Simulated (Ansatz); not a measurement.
## Molecular dynamics of FH$_{5}$N$_{2}$Si

Input:

```yaml
crystal:
  periodic: [false, false, false]
  atoms:
    - { symbol: Si, position_ang: [0.027091, 0.043418, -0.073364] }
    - { symbol: H, position_ang: [0.023254, -0.268243, 1.38091] }
    - { symbol: "N", position_ang: [1.668836, 0.122945, -0.541614] }
    - { symbol: H, position_ang: [2.379575, -0.435794, -0.081475] }
    - { symbol: H, position_ang: [1.935834, 0.377449, -1.487447] }
    - { symbol: "N", position_ang: [-0.745635, 1.466369, -0.637881] }
    - { symbol: H, position_ang: [-1.750086, 1.493754, -0.777203] }
    - { symbol: H, position_ang: [-0.362587, 2.385216, -0.445983] }
    - { symbol: F, position_ang: [-0.848081, -1.161613, -0.748143] }
basis:
  gaussian: { orbitals: def2-SVP }
hamiltonian:
  xc: b3lyp
  dispersion: d4
md:
  timestep: 0.5
  n_steps: 150
  ensemble: nvt_langevin
  temperature: 200.0
  initial_velocities: maxwell_boltzmann
  seed: 598451
  friction: 0.02
```

Command:

```bash
$ ansatz run input.yaml --threads 1 --pin off --max-ram 2048MiB --backend cpu --events-out ev --progress --plain --runs-dir out
```

It starts from a relaxed structure.

Output, in part (step lines, the closing report, with atoms numbered from 0):

```
md step     0: t =     0.00 fs  T =   177.8 K  F+E_penalty+E_count = -13653.15171087 eV  E_kin = 0.206816 eV  (23 SCF iters)
md step     1: t =     0.50 fs  T =   190.7 K  F+E_penalty+E_count = -13653.14805280 eV  E_kin = 0.221864 eV  (26 SCF iters)
md step     2: t =     1.00 fs  T =   173.8 K  F+E_penalty+E_count = -13653.13832936 eV  E_kin = 0.202212 eV  (26 SCF iters)
md step     3: t =     1.50 fs  T =   192.4 K  F+E_penalty+E_count = -13653.12544414 eV  E_kin = 0.223882 eV  (24 SCF iters)
md step     4: t =     2.00 fs  T =   187.3 K  F+E_penalty+E_count = -13653.11425054 eV  E_kin = 0.217902 eV  (25 SCF iters)
md step     5: t =     2.50 fs  T =   173.6 K  F+E_penalty+E_count = -13653.10752696 eV  E_kin = 0.201919 eV  (24 SCF iters)
md step     6: t =     3.00 fs  T =   178.4 K  F+E_penalty+E_count = -13653.10410539 eV  E_kin = 0.207563 eV  (25 SCF iters)
md step     7: t =     3.50 fs  T =   170.1 K  F+E_penalty+E_count = -13653.10322859 eV  E_kin = 0.197830 eV  (26 SCF iters)
[... lines left out ...]
Total energy: -13652.98507052 eV, -501.7379470159 hartree
Atom 0 at     0.060853    -0.024067    -0.060957 Å, force     1.525517    -0.840976     1.002537 eV/Å
Atom 1 at     0.046044    -0.490969     1.413067 Å, force    -0.128740     0.462781    -0.805967 eV/Å
Atom 2 at     1.728638     0.105172    -0.527313 Å, force    -1.959914     1.036731    -0.406043 eV/Å
Atom 3 at     2.415120    -0.515862    -0.201203 Å, force     1.166088    -1.077040     0.452864 eV/Å
Atom 4 at     1.800695     0.303851    -1.520766 Å, force     0.432585    -0.000478    -0.088278 eV/Å
Atom 5 at    -0.601385     1.445638    -0.592714 Å, force    -0.617682    -0.107569     0.019289 eV/Å
Atom 6 at    -1.585815     1.582761    -0.422612 Å, force    -0.467952     0.155063    -0.143154 eV/Å
Atom 7 at    -0.102459     2.287851    -0.372847 Å, force     0.385390     0.473036     0.106785 eV/Å
Atom 8 at    -0.737643    -1.214098    -0.825464 Å, force    -0.335291    -0.101548    -0.138033 eV/Å
Dipole moment:     0.126571     0.342139     0.077471 e Å
```

The steps, from the saved trajectory:

```
time (fs)  T (K)  potential energy less start (eV)
        0    178                             0.000
      2.5    174                             0.044
        5    155                             0.074
      7.5    129                             0.102
       10    129                             0.096
     12.5    147                             0.087
       15    136                             0.079
     17.5    165                             0.074
       20     85                             0.139
     22.5    117                             0.124
       25    108                             0.145
     27.5    163                             0.110
       30    191                             0.109
     32.5    138                             0.062
       35     75                             0.130
     37.5     66                             0.109
       40     83                             0.093
     42.5    110                             0.105
       45    143                             0.105
     47.5    121                             0.109
       50    150                             0.078
     52.5    133                             0.126
       55    155                             0.107
     57.5     99                             0.176
       60    138                             0.114
     62.5    160                             0.112
       65    226                             0.117
     67.5    203                             0.143
       70    156                             0.154
     72.5    196                             0.136
       75    162                             0.167
```

All steps were run. The mean temperature of the second half is 26 % below the set value. A run of 0.075 ps of so small a system gives no equilibrium averages.

The same pairs are bonded in the first frame and the last. Pairs count as bonded within 1.25 times the sum of covalent radii (0.12 Å more for H–H).

Last frame:

```xyz
9
Properties=species:S:1:pos:R:3
Si 0.061 -0.024 -0.061
H 0.046 -0.491 1.413
N 1.729 0.105 -0.527
H 2.415 -0.516 -0.201
H 1.801 0.304 -1.521
N -0.601 1.446 -0.593
H -1.586 1.583 -0.423
H -0.102 2.288 -0.373
F -0.738 -1.214 -0.826
```

Time of the run: 7.1 min on 1 thread of Arm Neoverse V1, on a shared host, peak memory 0.15 GiB.
